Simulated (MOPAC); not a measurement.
MOPAC input (PM7):

```
PM7 1SCF CHARGE=-1 GEO-OK AUX(PRECISION=9) THREADS=1
CH7OSi2

C    -1.97374600 1   -0.94679800 1   -0.09092200 1
Si   -0.99111200 1    0.66184200 1   -0.12650000 1
O     0.48755000 1    0.53491400 1    0.47791800 1
Si    1.85950400 1   -0.44178600 1   -0.12512400 1
H    -1.45931700 1   -1.70028800 1   -0.69159300 1
H    -2.05661700 1   -1.32977200 1    0.92925500 1
H    -2.98280400 1   -0.80606800 1   -0.49172600 1
H    -1.03467200 1    1.15063200 1   -1.54230300 1
H    -1.76912600 1    1.66856600 1    0.66653900 1
H     2.11365300 1   -1.24066300 1    1.17527100 1
H     2.97346600 1    0.57829800 1    0.19949700 1
```

Output:

```
 *******************************************************************************
 **                                                                           **
 **                              MOPAC v23.2.5                                **
 **                                                                           **
 *******************************************************************************
 ** MOPAC's Digital Object Identifier: https://doi.org/10.5281/zenodo.6511958 **
 **                                                                           **
 ** Please cite the open-source release paper for use of this MOPAC version:  **
 ** J. E. Moussa and J. J. P. Stewart (2026)                                  **
 ** MOPAC: An open-source semiempirical molecular orbital program             **
 ** J. Open Source Softw., 11(119), 8025, https://doi.org/10.21105/joss.08025 **
 *******************************************************************************

                              PM7 CALCULATION RESULTS

 *******************************************************************************
 *  PM7        - The PM7 Hamiltonian to be used
 *  GEO-OK     - OVERRIDE INTERATOMIC DISTANCE AND OTHER SAFETY CHECKS
 *
 *
 *
 *                 CHARGE ON SYSTEM = -1
 *
 *
 *
 *  1SCF       - DO 1 SCF AND THEN STOP
 *  AUX        - OUTPUT AUXILIARY INFORMATION
 *******************************************************************************
PM7 1SCF CHARGE=-1 GEO-OK AUX(PRECISION=9) THREADS=1
 CH7OSi2

   ATOM   CHEMICAL          X               Y               Z
  NUMBER   SYMBOL      (ANGSTROMS)     (ANGSTROMS)     (ANGSTROMS)

     1       C         -1.97374600  *  -0.94679800  *  -0.09092200  *
     2      Si         -0.99111200  *   0.66184200  *  -0.12650000  *
     3       O          0.48755000  *   0.53491400  *   0.47791800  *
     4      Si          1.85950400  *  -0.44178600  *  -0.12512400  *
     5       H         -1.45931700  *  -1.70028800  *  -0.69159300  *
     6       H         -2.05661700  *  -1.32977200  *   0.92925500  *
     7       H         -2.98280400  *  -0.80606800  *  -0.49172600  *
     8       H         -1.03467200  *   1.15063200  *  -1.54230300  *
     9       H         -1.76912600  *   1.66856600  *   0.66653900  *
    10       H          2.11365300  *  -1.24066300  *   1.17527100  *
    11       H          2.97346600  *   0.57829800  *   0.19949700  *

          CARTESIAN COORDINATES

    NO.       ATOM           X           Y           Z

     1         C         -1.9737     -0.9468     -0.0909
     2        Si         -0.9911      0.6618     -0.1265
     3         O          0.4876      0.5349      0.4779
     4        Si          1.8595     -0.4418     -0.1251
     5         H         -1.4593     -1.7003     -0.6916
     6         H         -2.0566     -1.3298      0.9293
     7         H         -2.9828     -0.8061     -0.4917
     8         H         -1.0347      1.1506     -1.5423
     9         H         -1.7691      1.6686      0.6665
    10         H          2.1137     -1.2407      1.1753
    11         H          2.9735      0.5783      0.1995

 General Reference for PM7:
 "Optimization of Parameters for Semiempirical Methods VI: More Modifications to the
 NDDO Approximations and Re-optimization of Parameters", J. J. P. Stewart, J. Mol. Mod., 1:32, 19 (2013)
 https://link.springer.com/article/10.1007/s00894-012-1667-x

           Empirical Formula: C H7 O Si2  =    11 atoms

      MOLECULAR POINT GROUP   :   C1

      RHF CALCULATION, NO. OF DOUBLY OCCUPIED LEVELS = 13

 -------------------------------------------------------------------------------
 PM7 1SCF CHARGE=-1 GEO-OK AUX(PRECISION=9) THREADS=1
 CH7OSi2

     1SCF WAS SPECIFIED, SO BFGS WAS NOT USED
     SCF FIELD WAS ACHIEVED

                              PM7 CALCULATION
                                                       MOPAC v23.2.5 Linux

          FINAL HEAT OF FORMATION =        -92.54821 KCAL/MOL =    -387.22171 KJ/MOL

          COSMO AREA              =        140.55 SQUARE ANGSTROMS
          COSMO VOLUME            =        136.81 CUBIC ANGSTROMS

          IONIZATION POTENTIAL    =          2.443068 EV
          HOMO LUMO ENERGIES (EV) =         -2.443  5.855
          NO. OF FILLED LEVELS    =         13
          MOLECULAR WEIGHT        =         91.2367         POINT GROUP:  C1

          MOLECULAR DIMENSIONS (Angstroms)

            Atom       Atom       Distance
            H    11    H     7     6.15398
            H    10    H     8     3.88511
            H     9    H     5     3.10094

          SCF CALCULATIONS        =          1

   ATOM   CHEMICAL          X               Y               Z
  NUMBER   SYMBOL      (ANGSTROMS)     (ANGSTROMS)     (ANGSTROMS)

     1       C         -1.97374600  *  -0.94679800  *  -0.09092200  *
     2      Si         -0.99111200  *   0.66184200  *  -0.12650000  *
     3       O          0.48755000  *   0.53491400  *   0.47791800  *
     4      Si          1.85950400  *  -0.44178600  *  -0.12512400  *
     5       H         -1.45931700  *  -1.70028800  *  -0.69159300  *
     6       H         -2.05661700  *  -1.32977200  *   0.92925500  *
     7       H         -2.98280400  *  -0.80606800  *  -0.49172600  *
     8       H         -1.03467200  *   1.15063200  *  -1.54230300  *
     9       H         -1.76912600  *   1.66856600  *   0.66653900  *
    10       H          2.11365300  *  -1.24066300  *   1.17527100  *
    11       H          2.97346600  *   0.57829800  *   0.19949700  *

                             CARTESIAN COORDINATES

   1    C       -1.973746000    -0.946798000    -0.090922000
   2   Si       -0.991112000     0.661842000    -0.126500000
   3    O        0.487550000     0.534914000     0.477918000
   4   Si        1.859504000    -0.441786000    -0.125124000
   5    H       -1.459317000    -1.700288000    -0.691593000
   6    H       -2.056617000    -1.329772000     0.929255000
   7    H       -2.982804000    -0.806068000    -0.491726000
   8    H       -1.034672000     1.150632000    -1.542303000
   9    H       -1.769126000     1.668566000     0.666539000
  10    H        2.113653000    -1.240663000     1.175271000
  11    H        2.973466000     0.578298000     0.199497000

           Empirical Formula: C H7 O Si2  =    11 atoms

      MOLECULAR POINT GROUP   :   C1

                  EIGENVALUES
 -23.46400 -21.30871 -12.11181 -10.85338 -10.47749 -10.18488  -8.73952  -8.51675
  -7.97032  -6.73469  -6.71234  -4.81227  -2.44307   5.85475   6.26685   6.77630
   7.92949   8.46820   9.44687   9.60224  10.72099  11.82453  13.83338  26.95404
  27.27632  27.77757  28.35510  28.51939  28.97254  29.29474  29.48564  29.82444
  30.26135

              NET ATOMIC CHARGES AND DIPOLE CONTRIBUTIONS

  ATOM NO.   TYPE          CHARGE      No. of ELECS.   s-Pop       p-Pop       d-Pop
    1          C          -0.606409        4.6064     1.04536     3.56105
    2         Si           0.230718        3.7693     0.83966     2.66878     0.26083
    3          O          -0.696560        6.6966     1.72668     4.96988
    4         Si          -0.260442        4.2604     0.94778     3.16884     0.14382
    5          H           0.162894        0.8371     0.83711
    6          H           0.151718        0.8483     0.84828
    7          H           0.134720        0.8653     0.86528
    8          H           0.025854        0.9741     0.97415
    9          H           0.033155        0.9668     0.96684
   10          H          -0.089440        1.0894     1.08944
   11          H          -0.086210        1.0862     1.08621
 DIPOLE           X         Y         Z       TOTAL
 POINT-CHG.    -6.204     0.223    -2.187     6.582
 HYBRID        -0.535     0.341     1.858     1.963
 SUM           -6.739     0.565    -0.329     6.771

          ATOMIC ORBITAL ELECTRON POPULATIONS

     Atom    s        px        py        pz      x^2-y^2     xz        z^2       yz        xy
    1  C   1.04536   1.16602   1.23032   1.16471
    2 Si   0.83966   0.73546   0.91375   1.01958   0.05036   0.05535   0.04806   0.03268   0.07439
    3  O   1.72668   1.47812   1.76511   1.72665
    4 Si   0.94778   0.51461   1.01614   1.63809   0.02364   0.02367   0.02021   0.02686   0.04944
    5  H   0.83711
    6  H   0.84828
    7  H   0.86528
    8  H   0.97415
    9  H   0.96684
   10  H   1.08944
   11  H   1.08621

 **********************
 *                    *
 * JOB ENDED NORMALLY *
 *                    *
 **********************

 == MOPAC DONE ==
```

The dipole moment of an ion depends on the origin.

The geometry given is a B3LYP-D3(BJ)/def2-TZVP minimum.
